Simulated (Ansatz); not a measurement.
Steps of a relaxation of C$_{3}$H$_{9}$NOSi, SMILES `C=C[Si](C)(N)O` with RKS PBE0-D4/def2-TZVP.

```sh
$ ansatz run in.yaml --threads 2 --pin off --events-out ev --progress --plain --max-ram 32768MiB --backend cuda --devices 0, --max-vram 18GiB
```

```yaml
crystal:
  periodic: [false, false, false]
  atoms:
    - {symbol: C, position_ang: [0.389810, 1.777540, -1.478080]}
    - {symbol: C, position_ang: [-0.399720, 1.445130, -0.469850]}
    - {symbol: Si, position_ang: [-0.342800, -0.195390, 0.465980]}
    - {symbol: C, position_ang: [0.187470, -1.639170, -0.647020]}
    - {symbol: N, position_ang: [0.712180, -0.264950, 1.845000]}
    - {symbol: O, position_ang: [-1.875310, -0.319930, 1.019440]}
    - {symbol: H, position_ang: [0.328080, 2.733160, -1.977300]}
    - {symbol: H, position_ang: [1.135520, 1.099430, -1.862850]}
    - {symbol: H, position_ang: [-1.135000, 2.166800, -0.136610]}
    - {symbol: H, position_ang: [0.173650, -2.581300, -0.107600]}
    - {symbol: H, position_ang: [-0.474820, -1.735350, -1.501300]}
    - {symbol: H, position_ang: [1.193000, -1.498310, -1.028080]}
    - {symbol: H, position_ang: [0.519990, 0.359620, 2.612930]}
    - {symbol: H, position_ang: [1.705290, -0.296690, 1.683670]}
    - {symbol: H, position_ang: [-2.117330, -1.050600, 1.581650]}
basis:
  gaussian: {orbitals: def2-TZVP}
hamiltonian: {xc: pbe0, dispersion: d4}
relax: {f_tol: 0.005, max_steps: 150}
```

Positions (Å) and forces (eV/Å) along the path, 8 of 18 steps:

```xyz
15
step=1 energy=-14666.6532 eV
C     0.390    1.778   -1.478    0.063   -0.010   -0.116
C    -0.400    1.445   -0.470   -0.051   -0.674    0.489
Si   -0.343   -0.195    0.466    0.660   -0.204   -0.360
C     0.187   -1.639   -0.647   -0.279    0.634    0.340
N     0.712   -0.265    1.845   -0.291    0.092   -0.246
O    -1.875   -0.320    1.019   -0.411    0.181   -0.023
H     0.328    2.733   -1.977   -0.018    0.227   -0.091
H     1.136    1.099   -1.863    0.216   -0.190   -0.125
H    -1.135    2.167   -0.137   -0.161    0.177    0.079
H     0.174   -2.581   -0.108   -0.016   -0.140    0.220
H    -0.475   -1.735   -1.501   -0.164    0.043   -0.198
H     1.193   -1.498   -1.028    0.306    0.066   -0.104
H     0.520    0.360    2.613   -0.020    0.068    0.035
H     1.705   -0.297    1.684    0.115   -0.076   -0.025
H    -2.117   -1.051    1.582    0.051   -0.193    0.124
15
step=2 energy=-14666.6903 eV
C     0.386    1.737   -1.483    0.039    0.023    0.023
C    -0.400    1.420   -0.460   -0.041   -0.237    0.218
Si   -0.348   -0.203    0.474    0.424   -0.050   -0.263
C     0.190   -1.601   -0.658   -0.109    0.255    0.218
N     0.701   -0.251    1.851   -0.117    0.071   -0.126
O    -1.886   -0.339    1.025   -0.314    0.047    0.013
H     0.349    2.707   -1.969   -0.030    0.027   -0.045
H     1.121    1.042   -1.879    0.035   -0.054   -0.039
H    -1.119    2.161   -0.116   -0.009    0.091   -0.001
H     0.174   -2.548   -0.116    0.012   -0.077    0.020
H    -0.475   -1.683   -1.519   -0.035    0.014   -0.026
H     1.204   -1.449   -1.032    0.069    0.008   -0.016
H     0.523    0.403    2.600    0.012   -0.011   -0.025
H     1.696   -0.321    1.693   -0.022   -0.045    0.008
H    -2.116   -1.075    1.591    0.085   -0.063    0.040
15
step=3 energy=-14666.6975 eV
C     0.390    1.719   -1.476   -0.213   -0.113   -0.240
C    -0.388    1.420   -0.438    0.037    0.145    0.040
Si   -0.349   -0.201    0.472    0.117    0.008    0.072
C     0.201   -1.573   -0.655    0.040   -0.053   -0.020
N     0.683   -0.249    1.855    0.085    0.053    0.024
O    -1.896   -0.353    1.012   -0.189   -0.007   -0.011
H     0.324    2.672   -2.001    0.100   -0.038    0.127
H     1.078    0.992   -1.912   -0.039    0.112    0.112
H    -1.078    2.186   -0.077    0.067   -0.039   -0.065
H     0.180   -2.529   -0.123    0.006    0.025   -0.068
H    -0.457   -1.638   -1.526    0.041   -0.026    0.039
H     1.223   -1.413   -1.016   -0.063   -0.027    0.016
H     0.520    0.428    2.588    0.044   -0.059   -0.049
H     1.677   -0.370    1.711   -0.136   -0.004    0.041
H    -2.108   -1.091    1.585    0.102    0.023   -0.019
15
step=8 energy=-14666.7198 eV
C     0.294    1.693   -1.555   -0.051   -0.045    0.075
C    -0.347    1.455   -0.411    0.035    0.015   -0.075
Si   -0.347   -0.186    0.468   -0.013    0.004    0.023
C     0.265   -1.547   -0.649   -0.022    0.038    0.023
N     0.616   -0.256    1.898    0.036   -0.006   -0.039
O    -1.925   -0.371    0.931    0.093   -0.068    0.028
H     0.290    2.669   -2.033   -0.002   -0.001    0.004
H     0.853    0.917   -2.076   -0.036    0.034    0.046
H    -0.898    2.281    0.044    0.048   -0.036   -0.029
H     0.229   -2.509   -0.132   -0.004   -0.011    0.000
H    -0.359   -1.618   -1.543   -0.004   -0.006   -0.001
H     1.296   -1.382   -0.973    0.012    0.009    0.004
H     0.513    0.452    2.609   -0.002   -0.009   -0.009
H     1.581   -0.542    1.826   -0.067    0.020    0.001
H    -2.060   -1.054    1.594   -0.025    0.061   -0.049
15
step=11 energy=-14666.7224 eV
C     0.247    1.676   -1.582    0.028   -0.037    0.061
C    -0.318    1.460   -0.396    0.025    0.048   -0.040
Si   -0.339   -0.185    0.471   -0.007   -0.002    0.001
C     0.291   -1.536   -0.645    0.015   -0.011   -0.012
N     0.602   -0.262    1.913   -0.014    0.008   -0.004
O    -1.921   -0.371    0.902   -0.006    0.003    0.002
H     0.266    2.659   -2.047   -0.014   -0.008   -0.015
H     0.728    0.878   -2.144   -0.047    0.046    0.030
H    -0.782    2.311    0.107    0.021   -0.039   -0.035
H     0.235   -2.504   -0.140    0.001    0.006   -0.003
H    -0.309   -1.597   -1.556    0.005    0.001    0.007
H     1.332   -1.372   -0.937   -0.015   -0.005    0.002
H     0.489    0.438    2.629   -0.004    0.002    0.002
H     1.565   -0.553    1.855    0.017   -0.005   -0.001
H    -2.086   -1.041    1.568   -0.003   -0.009    0.003
15
step=13 energy=-14666.7227 eV
C     0.243    1.677   -1.581    0.008    0.020   -0.031
C    -0.308    1.466   -0.389   -0.003   -0.044    0.011
Si   -0.336   -0.182    0.472    0.004    0.009    0.020
C     0.293   -1.537   -0.642   -0.017    0.019    0.007
N     0.602   -0.259    1.915    0.002   -0.006    0.000
O    -1.920   -0.367    0.899    0.001   -0.001   -0.013
H     0.259    2.656   -2.051    0.004    0.005    0.001
H     0.704    0.875   -2.150    0.001   -0.012   -0.006
H    -0.758    2.320    0.116   -0.013    0.016    0.012
H     0.237   -2.502   -0.131    0.004    0.000   -0.005
H    -0.310   -1.601   -1.550    0.001   -0.004   -0.004
H     1.333   -1.375   -0.937    0.007   -0.002    0.000
H     0.488    0.440    2.632   -0.001   -0.004   -0.003
H     1.565   -0.552    1.860    0.004    0.002    0.004
H    -2.091   -1.059    1.540   -0.001    0.003    0.006
15
step=14 energy=-14666.7228 eV
C     0.242    1.677   -1.584    0.000   -0.010   -0.001
C    -0.307    1.462   -0.392   -0.009    0.012    0.003
Si   -0.335   -0.184    0.473   -0.005    0.001   -0.012
C     0.294   -1.536   -0.642    0.002   -0.005    0.002
N     0.601   -0.262    1.916    0.002    0.004    0.006
O    -1.920   -0.368    0.897    0.003    0.000    0.003
H     0.262    2.658   -2.050   -0.009   -0.003   -0.003
H     0.697    0.874   -2.158    0.012    0.003    0.002
H    -0.757    2.316    0.116    0.011    0.002    0.006
H     0.237   -2.503   -0.135    0.001   -0.002   -0.002
H    -0.306   -1.598   -1.553   -0.001    0.001   -0.002
H     1.335   -1.373   -0.935    0.000    0.001    0.000
H     0.482    0.435    2.635   -0.005    0.000    0.000
H     1.566   -0.548    1.862    0.000   -0.002   -0.002
H    -2.091   -1.049    1.550    0.000    0.000    0.002
15
step=18 energy=-14666.7229 eV
C     0.240    1.674   -1.585    0.001   -0.001   -0.001
C    -0.306    1.463   -0.391   -0.003    0.001    0.003
Si   -0.335   -0.183    0.473    0.002    0.000    0.000
C     0.295   -1.535   -0.643   -0.001    0.000    0.001
N     0.600   -0.263    1.918   -0.001   -0.001   -0.001
O    -1.920   -0.368    0.897    0.001    0.003   -0.002
H     0.257    2.655   -2.054   -0.001    0.000    0.000
H     0.696    0.870   -2.157    0.000    0.001    0.000
H    -0.751    2.319    0.118    0.001   -0.001   -0.001
H     0.237   -2.502   -0.139    0.000    0.000    0.000
H    -0.304   -1.594   -1.555    0.000    0.000    0.000
H     1.336   -1.371   -0.935    0.001    0.000    0.000
H     0.479    0.432    2.638   -0.001    0.000    0.000
H     1.565   -0.549    1.864    0.000    0.000    0.000
H    -2.090   -1.048    1.551    0.000   -0.002    0.002
```

Run time 68 s (2 threads of an AMD EPYC 7R13 on a shared host and a share of an NVIDIA H100 80 GB); peak host memory 0.88 GiB.
